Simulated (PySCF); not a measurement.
[TiCl4]- holds Ti(III), d1, at total charge -1. The structure is a PBE0-D3(BJ)/def2-TZVP geometry optimised for multiplicity 2; coordination tetrahedral, point group D2d, metal–donor distances 2.27 Å.

Method (PySCF 2.14, density fitting): CASSCF(1,5) with orbitals averaged over all microstates of the shell, strongly contracted NEVPT2 on the averaged canonical orbitals; basis x2c-TZVPall on the metal, x2c-SVPall elsewhere; spin-free X2C; IEF-PCM dichloromethane; spin-orbit coupling by state interaction with the mean-field operator over all roots.

CASSCF energies above the lowest CASSCF root:

| state | CASSCF / cm⁻¹ |
| --- | --- |
| 2B1 (from 2E) | 0 |
| 2A1 (from 2E) | 355 |
| 2B2 (from 2T2) | 5229 |
| 2E (from 2T2) | 6243 |

How does dynamic correlation (SC-NEVPT2) move these states?


```json
{"state": "2B1 (from 2E)", "NEVPT2 / cm⁻¹": "0", "shift / cm⁻¹": "0"}
{"state": "2A1 (from 2E)", "NEVPT2 / cm⁻¹": "333", "shift / cm⁻¹": "-22"}
{"state": "2B2 (from 2T2)", "NEVPT2 / cm⁻¹": "5589", "shift / cm⁻¹": "+360"}
{"state": "2E (from 2T2)", "NEVPT2 / cm⁻¹": "6666", "shift / cm⁻¹": "+423"}
```

In the ligand-field fit 10Dq goes from 5728 to 6140 cm⁻¹. The symmetry is lower than cubic, so 10Dq is the difference of the means of the two sets.

No frequencies were computed for the optimised geometry. Charge-transfer states lie outside this active space and may come lower than some of these levels. NEVPT2 on the d shell alone tends to put d–d bands too high for such charged or covalently bound ions.
